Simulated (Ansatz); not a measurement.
Isolated molecules relaxed with PBE0-D4/def2-TZVP in Ansatz; ΔE leaves out vibrations. CCSD(T)/CBS adds triple-zeta CCSD(T) − MP2 to the extrapolated MP2 energy (def2 sets, frozen cores). This one scheme is used for every species. Functionals use def2-TZVPP. B3LYP here is the variant with VWN-RPA as its local correlation; programs differ in this. For Ge outer-core shells are correlated without core-valence functions, which leaves a few kJ/mol of doubt a bond. Scalar relativity is left out up to krypton. Each species was taken in one conformer, which may not be the lowest.

Reaction (germylene formation by 1,1-elimination): `[OH][GeH]([F])[SiH3]` → `[OH][Ge][F]` + SiH₄

```csv
species,B3LYP energy (Eh)
`[OH][GeH]([F])[SiH3]`,-2544.79508
`[OH][Ge][F]`,-2252.87403
SiH₄,-291.91715
```

Q: Work out ΔE.

A: ΔE = (-2252.87403) + (-291.91715) − (-2544.79508) = 0.00390 Eh = +0.11 eV. CCSD(T)/CBS gives +0.40 eV.

Q: What do rigid-rotor, harmonic-oscillator terms from PBE0-D4/def2-TZVP frequencies (298.15 K, 1 bar) make of the CCSD(T)/CBS value? (Estimate.)

A: Ansatz gave: ΔZPE = -0.07 eV, ΔH = +0.35 eV, ΔS = 128 J/(mol·K), ΔG = -0.05 eV.

Largest T1 diagnostic among the species: 0.015.

In def2-TZVPP, CCSD(T) changes the Hartree–Fock value by +0.16 eV (the triples alone add +0.01 eV) and MP2 by +0.20 eV. From r2SCAN to r2SCAN0 (25 % exact exchange), in def2-TZVPP and without D4, ΔE moves by +0.09 eV.
